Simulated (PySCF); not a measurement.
**Ru⁺ (ruthenium, charge +1) across methods**

[Kr] 4d6 5s1, high-spin 6D determinant (an excited configuration). All numbers are calculated (PySCF 2.14, the spin-free X2C one-electron Hamiltonian (Gaussian nucleus), in aug-cc-pVTZ-DK (9s8p6d3f2g, 102 functions)).

```csv
method,E (hartree),mean ε 4d α (eV),mean ε 4d β (eV),mean ε 5s α (eV),Σ⟨r²⟩ (bohr²),⟨S²⟩
UHF,-4527.61135,-23.023,-18.995,-14.742,41.74,8.753
r2SCAN,-4529.89,-17.019,-13.849,-12.759,41.30,8.751
BHandHLYP,-4529.88,-19.882,-16.861,-13.688,41.52,8.752
wB97X-V,-4529.60,-20.611,-17.943,-14.915,41.54,8.751
PBE0,-4529.57,-18.350,-15.303,-13.183,41.44,8.751
LDA,-4524.82,-16.661,-13.839,-12.787,41.57,8.750
PBE,-4529.49,-16.550,-13.742,-12.500,41.59,8.751
```

Question: Estimate the same row for r2SCANh.

Answer: E (hartree) = -4529.88; mean ε 4d α (eV) = -17.689; mean ε 4d β (eV) = -14.469; mean ε 5s α (eV) = -13.032; Σ⟨r²⟩ (bohr²) = 41.28; ⟨S²⟩ = 8.752.
